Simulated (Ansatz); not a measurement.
The first iterations of a band of CH$_{4}$BNOSi (9 atoms, charge 0, multiplicity 1).

These are results of RKS PBE0-D4/def2-SVP in Ansatz 0.2.0, not measurements.

```json
{
  "movable images": "7",
  "climbing image": "yes",
  "spring": "5.0 eV/Å²",
  "optimiser": "quadratic models (default)",
  "start path": "IDPP",
  "force threshold": "0.05 eV/Å",
  "iteration limit": "60",
  "end points": "relaxed"
}
```

Image 0:

```xyz
9
Properties=species:S:1:pos:R:3
O -0.586 0.186 -2.138
Si 0.145 -0.785 -0.989
B 0.297 0.123 0.779
C 0.085 1.050 1.882
N 0.918 0.077 2.085
H -1.404 0.612 -1.870
H 1.489 -1.116 -1.536
H -0.615 -2.060 -0.768
H -0.241 1.867 2.537
```

Image 8:

```xyz
9
Properties=species:S:1:pos:R:3
O -0.478 -0.176 -2.238
Si 0.238 -0.861 -0.892
B 0.095 0.337 0.694
C 0.277 0.944 2.004
N -0.635 1.462 1.241
H -1.280 0.327 -2.070
H 1.659 -1.120 -1.257
H -0.394 -2.168 -0.515
H 0.608 1.208 3.016
```

| iteration | highest image above the first end (eV) | largest band force component (eV/Å) |
| --- | --- | --- |
| 1 | 0.133 | 0.585 |
| 2 | 0.095 | 0.351 |

Does the band converge within its limit, and where does its top end?

It converged. It ended after 8 iterations with the highest image 0.061 eV above the first end. A vibrational analysis at the climbing image gives one clearly imaginary mode, 65i cm⁻¹: a first-order saddle point.

The run took 88 s on 2 threads of Intel(R) Xeon(R) Platinum 8488C (Sapphire Rapids), on a shared host, peak memory 0.2 GiB.
